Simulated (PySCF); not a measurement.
CHBFNO, SMILES O=C=NBF. Heavy atoms are numbered as in [BH:1]([F:2])[N:4]=[C:5]=[O:6]. Hydrogens are named by the atom that carries them.

The structure is a stationary point at B3LYP-D3(BJ)/def2-SVP. One conformer was computed; it need not be the lowest.

Calculation: PBE0/pcSseg-1 (PySCF).

GIAO shieldings, no solvent; atoms alike by connectivity are averaged. δ = σ(ref) − σ: ¹¹B against BF3 (σ = 88.8 ppm); ¹⁹F against CFCl3 (σ = 167.2 ppm); ¹H against TMS (σ = 31.56 ppm); ¹⁵N against NH3 (σ = 267.4 ppm); ¹³C against TMS (σ = 186.3 ppm); ¹⁷O against H2O (σ = 334.2 ppm), references at their B3LYP-D3(BJ)/def2-TZVP geometries, non-relativistic.

| nucleus | atoms | count | δ (ppm) |
|---|---|---|---|
| ¹¹B | B1 (BH) | 1 | 13.3 |
| ¹⁹F | F2 | 1 | -40.9 |
| ¹H | H on B1 | 1 | 4.92 |
| ¹⁵N | N4 | 1 | 81.6 |
| ¹³C | C5 | 1 | 130.8 |
| ¹⁷O | O6 | 1 | 171.6 |
